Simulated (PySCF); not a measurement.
# How the method changes the shape and vibrations of AlBFH2O cation

These are calculations, not measurements. The program is PySCF 2.14.0, an open-source quantum chemistry code, run on an isolated molecule that a program drew, which may never have been made. The molecule is AlBFH2O cation (charge +1, singlet), drawn as the SMILES string `[OH][AlH][B+]F`.

The geometry was optimised and harmonic frequencies were computed with HF and MP2, all in the cc-pV(D+d)Z basis, for the commonest isotopes, with a restricted reference for singlets and an unrestricted one otherwise, and a frozen core in MP2. Each result is a local minimum of its method.

Geometry at the HF minimum:
```xyz
6
AlBFH2O cation, angstrom
O    -0.5958    2.9916   -0.8378
Al    0.2720    1.6097   -1.0158
B     2.2771    2.4063   -0.3393
F     3.3357    2.9009    0.0381
H    -1.4607    3.3584   -0.9359
H     0.2001    0.1269   -1.4367
```

Lengths of the bonds as drawn, in Å (atoms numbered as above):
| bond | HF | MP2 |
|---|---|---|
| O1-Al2 | 1.641 | 1.673 |
| Al2-B3 | 2.261 | 2.246 |
| B3-F4 | 1.228 | 1.246 |
| O1-H5 | 0.945 | 0.966 |
| Al2-H6 | 1.543 | 1.548 |

Rotational constants, in GHz:
```
constant     HF    MP2
       A  16.13  15.25
       B  2.543  2.597
       C  2.197  2.219
```

Harmonic frequencies in cm^-1, each column in rising order, so a row needn't be the same motion in every method:
| rank | HF | MP2 |
|---|---|---|
| 1 | 108 | 95 |
| 2 | 278 | 261 |
| 3 | 337 | 331 |
| 4 | 384 | 373 |
| 5 | 458 | 454 |
| 6 | 474 | 462 |
| 7 | 489 | 531 |
| 8 | 622 | 596 |
| 9 | 984 | 926 |
| 10 | 1679 | 1615 |
| 11 | 2155 | ? |
| 12 | 4200 | 3903 |

**Estimate the missing MP2 frequency from the HF column.**

A single factor s that minimises the squared misfit of MP2 against s times HF over the other rows is sum(HF x MP2) / sum(HF^2) = 0.9375, with an rms misfit of 30 cm^-1. For rank 11 it gives 0.9375 x 2155 = 2020 cm^-1. The calculation gives 2110 cm^-1, 90 cm^-1 above the estimate. The drawn bonds are on average 1.1 % longer in MP2 than in HF.
